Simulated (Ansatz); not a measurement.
C$_{2}$H$_{5}$F$_{3}$GeO (`CC[O][Ge]([F])([F])[F]`), relaxed with RKS PBE0-D4/def2-TZVP in Ansatz from a PBE-D4/def2-SVP geometry. The force threshold is 0.005 eV/Å; the program also tests the step.

Total charge 0; spin multiplicity 1.

Start:

```xyz
12

C     0.136    1.191    1.591
C     0.172   -0.040    0.709
O    -0.248    0.352   -0.619
Ge   -0.275   -0.859   -1.885
F    -1.380   -2.151   -1.546
F     1.275   -1.602   -2.116
F    -0.750   -0.110   -3.363
H     0.455    0.933    2.621
H     0.815    1.973    1.198
H    -0.889    1.610    1.635
H    -0.509   -0.828    1.104
H     1.198   -0.470    0.671
```

| step | energy (eV) | largest force (eV/Å) | largest move (Å) |
| --- | --- | --- | --- |
| 1 | -68861.0976 | 0.800 | 0.000 |
| 2 | -68861.1646 | 0.349 | 0.029 |
| 3 | -68861.1764 | 0.038 | 0.015 |
| 4 | -68861.1767 | 0.033 | 0.006 |
| 5 | -68861.1770 | 0.010 | 0.015 |
| 6 | -68861.1770 | 0.004 | 0.007 |
| 7 | -68861.1770 | 0.002 | 0.005 |

End:

```xyz
12

C     0.131    1.187    1.575
C     0.177   -0.048    0.716
O    -0.222    0.323   -0.613
Ge   -0.269   -0.854   -1.870
F    -1.356   -2.127   -1.541
F     1.248   -1.588   -2.140
F    -0.757   -0.100   -3.309
H     0.429    0.940    2.597
H     0.810    1.949    1.190
H    -0.879    1.600    1.599
H    -0.502   -0.815    1.102
H     1.189   -0.467    0.693
```

Run time 54 s (4 threads of an Arm Neoverse V1 on a shared host); peak host memory 0.93 GiB.
